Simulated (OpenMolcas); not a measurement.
# Ionisation energies of rhodium

```json
{"Program": "OpenMolcas 26.06", "Basis": "ANO-RCC-VDZP [6s5p3d1f]", "Scalar Hamiltonian": "DKH2, point nucleus", "Spin-orbit coupling": "RASSI with atomic mean-field integrals over the reference wave functions, term energies averaged over their components"}
```

Active shells in each charge state: the valence d, s shells, with orbitals averaged over the low states. Where CASPT2's correlated closed shells are named, they are those of the first ion.

A. CASSCF
B. SS-CASPT2, IPEA 0.25 Eh, imaginary shift 0.1 Eh (closed shells correlated: 4s 4p)
C. SS-CASPT2, IPEA 0.25 Eh, imaginary shift 0.1 Eh (closed shells correlated: 3d 4s 4p)
D. SS-CASPT2, IPEA 0 Eh, imaginary shift 0.1 Eh (closed shells correlated: 4s 4p)

Energies in eV between the lowest computed levels, named as in B; reference values from the NIST Atomic Spectra Database with their kind.

| From | To | A | B | C | D | Spin-orbit share in B | Reference |
| --- | --- | --- | --- | --- | --- | --- | --- |
| Rh 4d8 5s 4F 9/2 | Rh+ 4d8 3F4 | 6.198 | 7.250 | 7.251 | 7.320 | +0.003 | 7.459 (measured) |
| Rh+ 4d8 3F4 | Rh2+ 4d7 4F 9/2 | 16.657 | 18.224 | 18.229 | 18.197 | -0.030 | 18.080 (semi-empirical) |

Error against the reference values, in %:

```json
{"From": "Rh", "Reference": "measured", "A": "-16.9", "B": "-2.8", "C": "-2.8", "D": "-1.9"}
{"From": "Rh+", "Reference": "semi-empirical", "A": "-7.9", "B": "+0.8", "C": "+0.8", "D": "+0.6"}
```

Absolute error against the one measured value: A 1.26 eV, B 0.21 eV, C 0.21 eV, D 0.14 eV. D lies closest.

The lowest level within the active space need not be the ion's true ground level.
